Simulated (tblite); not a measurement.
Compound: CH4Cl3N2Si2 (doublet state).
Bonds: Cl1–C2, C2–Cl3, C2–Cl4, C2–Si5, Si5–N6, N6–Si7, Si7–N8, Si5–N8. Hydrogens: H9 on N6; H10, H11 on Si7; H12 on N8.

Computed with GFN2-xTB (tblite), gas phase: L-BFGS steps from a force-field or distance-geometry start until the largest atomic force falls under 0.01 eV/Å.

Step 21: E = -738.0661 eV
```
atom  x, y, z in Å  |  force x, y, z in eV/Å
Cl1    -2.5069   -0.5266    1.3538   -0.112  -0.078   0.077
C2     -2.1441    0.3253   -0.1611    0.183  -0.075   0.090
Cl3    -2.6969    1.9868   -0.0468   -0.149   0.256   0.116
Cl4    -2.9702   -0.4461   -1.5074   -0.182  -0.196  -0.077
Si5    -0.2678    0.3563   -0.5556   -0.099   0.174  -0.233
N6      0.8222    0.8346    0.7151    0.257   1.328   0.536
Si7     2.0106   -0.3171    0.1641    0.544  -0.211   0.296
N8      0.6171   -1.1380   -0.4777   -0.133  -1.156  -0.834
H9      0.9871    1.7484    1.1809   -0.294  -1.078  -0.679
H10     2.8832    0.2078   -0.8808   -0.033   0.013   0.006
H11     2.7005   -1.0190    1.2199    0.008  -0.090   0.148
H12     0.5665   -2.0132   -1.0304    0.009   1.113   0.554
```

Step 22: E = -738.1046 eV
```
atom  x, y, z in Å  |  force x, y, z in eV/Å
Cl1    -2.4957   -0.5236    1.3446   -0.102  -0.058   0.055
C2     -2.1367    0.3312   -0.1714    0.094  -0.048   0.073
Cl3    -2.6983    1.9954   -0.0521   -0.105   0.147   0.098
Cl4    -2.9717   -0.4452   -1.5153   -0.125  -0.140  -0.013
Si5    -0.2587    0.3603   -0.5639   -0.069   0.119  -0.206
N6      0.8333    0.8473    0.7008    0.031   0.211   0.053
Si7     2.0181   -0.3189    0.1658    0.381  -0.162   0.166
N8      0.6254   -1.1362   -0.4962   -0.052  -0.032  -0.068
H9      0.9506    1.7038    1.2195   -0.047  -0.086  -0.239
H10     2.8648    0.2177   -0.8947    0.000   0.001   0.016
H11     2.7342   -1.0146    1.2065   -0.014  -0.101   0.173
H12     0.5360   -2.0180   -0.9696    0.009   0.149  -0.109
```

**Question.** Estimate the geometry and energy of step 23. (The exact step hangs on the optimiser's Hessian estimate; all steps are aligned on step 22, rigid shifts and turns removed.)

**Answer.** E = -738.1181 eV, largest force 0.377 eV/Å
```
atom  x, y, z in Å  |  force x, y, z in eV/Å
Cl1    -2.5068   -0.5253    1.3479   -0.064  -0.062   0.063
C2     -2.1354    0.3275   -0.1650    0.056  -0.032   0.053
Cl3    -2.7017    1.9916   -0.0464   -0.085   0.148   0.093
Cl4    -2.9752   -0.4483   -1.5076   -0.106  -0.138  -0.028
Si5    -0.2572    0.3637   -0.5685   -0.064   0.078  -0.125
N6      0.8317    0.8468    0.7038    0.070   0.124  -0.064
Si7     2.0196   -0.3199    0.1659    0.300  -0.144   0.177
N8      0.6223   -1.1374   -0.4934    0.020   0.032  -0.076
H9      0.9633    1.7135    1.1992   -0.059  -0.042  -0.193
H10     2.8762    0.2155   -0.8921   -0.041  -0.030   0.071
H11     2.7151   -1.0203    1.2197   -0.008  -0.079   0.131
H12     0.5494   -2.0083   -0.9895   -0.019   0.142  -0.102
```

The energy changes by -0.0134 eV. The first-order estimate −F·Δx gives -0.0157 eV and the mean of the old and new forces, exact on a quadratic surface, -0.0134 eV. The step makes an angle of 65° with the force vector and moves no atom by more than 0.026 Å.

The cost below is that of the whole relaxation. On one thread of an Arm Neoverse V1, shared host with 64 logical CPUs at a one-minute load of 15, this took 0.8 s of wall time.
